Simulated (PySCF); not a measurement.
C₃H₁₁AlO₂SSi, SMILES C[Si](C)(C)[S][Al]([OH])[OH] at its GFN2-xTB optimised geometry (Å):

```
19

Si    -0.2701    -0.6923     0.0000
C     -0.9445    -1.6863     1.4754
C     -0.9532     1.0893     0.0000
C      1.6353    -0.6923     0.0000
S     -1.0764    -1.7304    -1.7471
Al    -0.6003    -0.2492    -3.2934
O      0.8650     0.5041    -3.1903
O     -1.6723     0.0260    -4.5143
H     -2.0281    -1.7387     1.4551
H     -0.6478    -1.2337     2.4157
H     -0.5693    -2.7043     1.4615
H     -2.0277     1.0966     0.1605
H     -0.4974     1.7049     0.7689
H     -0.7625     1.5583    -0.9654
H      2.0277    -1.7049     0.0080
H      2.0201    -0.1970    -0.8856
H      2.0270    -0.1761     0.8713
H      1.6255     0.9858    -3.4801
H     -2.4748    -0.0172    -5.0111
```

Calculation: B3LYP/def2-SVP in PySCF 2.14.0. Cells within 0.4 Å of a nucleus heavier than hydrogen are left out (blank, or x).

Map of the deformation density (molecule minus spherical neutral atoms) (e/bohr³) on the plane z = 0.0 Å:

```
|111111111111111111111111111|
|111111111111111111111111111|
|111111111111111111111111111|
|111111111111111111111111111|
|111111111111111111111111111|
|111111111111111111111111111|
|111111111101111111111111111|
|111111110001111111111111111|
|111111111012111111111111111|
|1111110364xx100111111111111|
|1111100598xx100111111111111|
|111111024467310000011111111|
|111111111247520000011111111|
|111111110134311110121111111|
|111111110001x02443x31011111|
|111111110000xx267xx20011111|
|111111110000x02445x51011111|
|111111110011000123993111111|
|111111111000000012571111111|
|111111111000000011100111111|
|111111111100111111101111111|
|111111111111111111111111111|
|111111111111111111111111111|
|111111111111111111111111111|
|111111111111111111111111111|
|111111111111111111111111111|
|111111111111111111111111111|
```
Scale: ten equal steps from -0.015 (start of '0') to 0.086 (end of '9'), in the order '0123456789'; x runs from -4.50 to 4.50, y from -4.50 (bottom) to 4.50 (top).
